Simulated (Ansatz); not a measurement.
Calculated with Ansatz (gas phase, PBE0-D4/def2-TZVP geometries, no zero-point term in ΔE). CBS: MP2 limit from def2 TZ/QZ plus the TZ coupled-cluster correction, frozen cores. This one scheme is used for every species. Functionals use def2-TZVPP. B3LYP here is the variant with VWN-RPA as its local correlation; programs differ in this. For Ge outer-core shells are correlated without core-valence functions, which leaves a few kJ/mol of doubt a bond. Scalar relativity is left out up to krypton. One conformer a species, not always the lowest.

`B[CH]([SiH3])[GeH3]` + `N[SiH2]N` → `N[SiH](N)[GeH3]` + `BC[SiH3]`  (formal exchange of groups at a Ge–C bond)

```json
{"level": "B3LYP-D4", "ΔE (kJ/mol)": "-15.8"}
{"level": "PBE", "ΔE (kJ/mol)": "-23.8"}
{"level": "MP2/def2-TZVPP", "ΔE (kJ/mol)": "3.4"}
{"level": "CCSD/def2-TZVPP", "ΔE (kJ/mol)": "-4.1"}
```

What does CCSD(T)/CBS give? (An estimate is asked.)

The calculation gave: -4.1 kJ/mol. The listed levels differ from it by -11.7, -19.7, 7.5, 0.0 kJ/mol.

Largest T1 diagnostic among the species: 0.012.

From PBE to PBE0 (25 % exact exchange), in def2-TZVPP and without D4, ΔE moves by +4.9 kJ/mol. The D4 term adds +3.9 kJ/mol with B3LYP and +1.9 kJ/mol with PBE0; it sums over pairs of atoms, weighted by their polarisabilities, and B3LYP, whose exchange is more repulsive, gets the larger term.
